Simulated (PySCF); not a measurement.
**Two-component Hartree-Fock for Ti³⁺ (titanium, charge +3)**

Start: [Ar] 3d1; 3d5/2 filled at m_j = +5/2. Calculated with PySCF 2.14 in x2c-TZVPPall-2c (6s7p4d2f1g, 70 functions): generalised Hartree-Fock with the X2C-1e Hamiltonian and a Gaussian nucleus; one run each with spin-orbit coupling (SO) screened by Boettger's factors, then bare. This is a chosen level, not necessarily the ground level.

| spinor shell | electrons | ε, screened SO (eV) | ε, bare SO (eV) | weight of nominal j (bare SO) | rms radius, bare SO (bohr) |
| --- | --- | --- | --- | --- | --- |
| 1s1/2 | 2 | -5051.5 | -5051.5 | 1.000 | 0.0804 |
| 2s1/2 | 2 | -623.43 | -623.44 | 1.000 | 0.350 |
| 2p1/2 | 2 | -522.99 | -523.40 | 0.998 | 0.318 |
| 3s1/2 | 2 | -111.63 | -111.63 | 1.000 | 1.06 |
| 3p3/2 | 4 | -80.854 | -80.843 | 0.868 | 1.15 |
| 3p1/2 | 2 | -81.442 | -81.476 | 0.736 | 1.14 |
| 3d5/2 | 1 | -43.196 | -43.177 | 1.000 | 1.39 |

Question: Where does 2p3/2 lie, and what is the 2p spin-orbit splitting (bare SO)?

Answer: At -517.04 eV, 6.357 eV above 2p1/2.

```json
{"quantity": "E (hartree)", "screened SO": "-851.08166", "bare SO": "-851.08236"}
{"quantity": "M_J", "screened SO": "5/2", "bare SO": "5/2"}
{"quantity": "⟨J²⟩", "screened SO": "8.755", "bare SO": "8.755"}
{"quantity": "⟨L²⟩", "screened SO": "6.005", "bare SO": "6.005"}
{"quantity": "⟨S²⟩", "screened SO": "0.751", "bare SO": "0.751"}
```

Each row is a mean over spinors that exchange with the open shell spreads, by up to 5.413 eV (3p3/2).

Rows whose weight is well below 1 are mixtures of j = l ± 1/2: exchange outweighs spin-orbit coupling there, and the label is only the starting occupation.
